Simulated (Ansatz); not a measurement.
Ansatz results at the PBE0-D4/def2-TZVP geometry: size of the dipole moment (B3LYP/def2-TZVPP) 2.08 D; HOMO–LUMO gap (ωB97M-V/def2-TZVPP) 11.40 eV; LUMO energy (ωB97M-V/def2-TZVPP) 2.05 eV.

Each molecule was computed in one conformer, which needn't be the lowest.

**Question.** Which molecule gave them?
A. `C[O][GeH]([Cl])[SeH]`
B. `C=[CH][GeH2][CH]=C`
C. `C=C[CH2][Ge]([CH3])([F])[O]C`
D. `[OH][GeH]([GeH3])[GeH3]`

**Answer.** C. The others give `C[O][GeH]([Cl])[SeH]`: 0.97, 10.62, 0.94; `C=[CH][GeH2][CH]=C`: 0.70, 11.54, 1.62; `[OH][GeH]([GeH3])[GeH3]`: 1.16, 10.73, 1.24.

B3LYP here is the variant with VWN-RPA as its local correlation; programs differ in this.
